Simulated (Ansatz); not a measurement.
## Worked example: the barrier

An elementary step of AlH4OF3, singlet (AlH₃OF₂ ([OH2][AlH]([F])[F]) + HF → AlH₂OF₃ ([OH2][Al]([F])([F])[F]) + H₂; bonds formed: Al1–F8, H2–H7; bonds broken: Al1–H2, H7–F8). “Start” is the structure reached by relaxing down from the saddle towards the reactants; PBE0-D4/def2-TZVP structures. The saddle:

```csv
atom,x (Å),y (Å),z (Å)
Al1,-0.3123,-0.5205,0.2122
H2,-1.9423,-0.2388,0.5326
F3,-0.3812,-1.6930,-0.9735
F4,0.5725,-0.8814,1.5646
H5,1.6791,0.9393,-0.4086
O6,1.0595,0.3612,-0.8671
H7,-1.5330,0.8497,0.6876
F8,-0.6863,1.4755,0.6381
H9,1.5439,-0.2920,-1.3858
```

Ansatz 0.2.0; basis: def2-TZVPP and def2-QZVPP; cores frozen in the correlated methods.

Energies in eV:

| quantity | saddle | start |
| --- | --- | --- |
| Hartree–Fock, triple zeta (X = 3) | -16810.54592 | -16811.33077 |
| Hartree–Fock, quadruple zeta (X = 4) | -16811.26665 | -16812.04546 |
| MP2 correlation, X = 3 | -30.84838 | -30.59891 |
| MP2 correlation, X = 4 | -33.67060 | -33.41550 |
| CCSD(T) correlation, X = 3 | -32.02291 | -31.79623 |

Question: Work out the barrier at the basis limit: extrapolate Hartree–Fock as E(X) = E∞ + A exp(−7.88 √X) and the MP2 correlation as E(X) = E∞ + B X^−2.97 (the exponents that Neese and Valeev fitted for def2-TZVPP and QZVPP), then add CCSD(T) − MP2 in triple zeta.

Answer: Each step is linear, so take the differences first (saddle − start): Hartree–Fock 0.78485 (X = 3) and 0.77881 (X = 4); MP2 correlation -0.24947 and -0.25510; CCSD(T) correlation -0.22668.
Two points give E∞ = E(4) + w [E(4) − E(3)], with w = 1/(exp(7.88 (2 − √3)) − 1) = 0.1377 for Hartree–Fock and w = 1/((4/3)^2.97 − 1) = 0.7407 for the correlation.
Hartree–Fock: 0.77881 + 0.1377 × (-0.00604) = 0.7780 eV.
MP2 correlation: -0.25510 + 0.7407 × (-0.00563) = -0.2593 eV.
CCSD(T) − MP2: -0.22668 − (-0.24947) = 0.0228 eV.
Sum: 0.7780 + (-0.2593) + 0.0228 = 0.5415 eV, or 12.49 kcal/mol. Plain CCSD(T) in triple zeta gives 0.5582 eV, so the larger basis shifts the result by -0.0167 eV.

No T1 diagnostic of these runs exceeds 0.012.

Labels in which every atom is bracketed show which atoms are joined, not bond orders.

For scale, one of the runs: CCSD(T)/def2-TZVPP, 222 basis functions, launched by `ansatz run in.yaml --threads 4 --pin off --events-out ev --progress --plain --max-ram 9574MiB`. Time: 29 s of wall clock on 4 CPU threads of an Intel Xeon 6975P-C; the host was shared. Peak host memory: 4.1 GiB.
